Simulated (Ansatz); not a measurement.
```yaml
crystal:
  periodic: [false, false, false]
  atoms:
    - {symbol: F, position_ang: [0.727531, -1.673586, -0.515512]}
    - {symbol: C, position_ang: [0.336254, -0.367837, -0.627771]}
    - {symbol: Al, position_ang: [-0.116041, 0.681943, 0.942089]}
    - {symbol: Te, position_ang: [-1.934978, -0.107107, -0.473762]}
    - {symbol: H, position_ang: [0.621737, 0.004443, -1.609613]}
    - {symbol: H, position_ang: [0.407495, 1.398045, 2.238367]}
basis:
  gaussian: {orbitals: def2-SVPD, nuclear_model: gaussian}
total_charge: 1
magnetization: {spin_polarized: true, initial_magnetization: 1}
hamiltonian: {xc: {name: B97M-V}, pseudopotentials: {relativity: scalar}}
scf: {lower_state_search: off}
```

```sh
$ ansatz run in.yaml --threads 2 --pin off --events-out ev --progress --plain --max-ram 4352MiB
```

Shortened log:

```
Functional definition: B97M-V
1091 factors; their error is unknown
mean field evaluation 1: about -17653.4356 eV, gradient 6.1e1 eV
mean field evaluation 2: about -17228.1745 eV, gradient 1.9e2 eV
mean field evaluation 4: about -17663.9836 eV, gradient 4.1e1 eV
mean field evaluation 8: about -17672.9528 eV, gradient 8.9e-1 eV
mean field evaluation 16: about -17672.9078 eV, gradient 3.2e-3 eV
mean field -17672.90782028 eV, -649.4673832682 hartree, gradient 2.9e-6 eV, S^2 0.754758; 0 other end points of the search recorded, 0 dependent functions left out
reference -17672.90790338 eV, -649.4673863220 hartree; 27, 26 occupied and 91, 92 virtual orbitals, 1091 factors
Total energy: -17672.90790338 eV, -649.4673863220 hartree
Relativity: scalar
Checks for a lower state left out: stability, starts, cluster_reference, orbital_swaps, neighbouring_geometries, increment
```

It took 9 s on 2 threads of an Arm Neoverse V1 on a shared host, with 0.18 GiB of host memory at the peak.
